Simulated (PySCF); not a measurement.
Positional isomers: propene cyano+boryl. All species are isolated molecules in the gas phase. One relaxed conformer stands for each flexible species; it need not be the lowest. Strings in code marks are SMILES.

These are PySCF 2.14.0 with PBE-D3(BJ)/def2-TZVP // CAM-B3LYP-D3(BJ)/def2-TZVP values and carry that method's errors. Delta-SCF ions had no search for a lower state. 

A: `BC/C=C\C#N`
B: `C/C(B)=C\C#N`
C: `BCC(=C)C#N`
D: `B/C=C/CC#N`

**Question.** A design calls for the lowest vertical ionisation energy (Delta-SCF) in this set. Which member fits?

**Answer.** A (9.70 eV); next is C (9.83 eV).
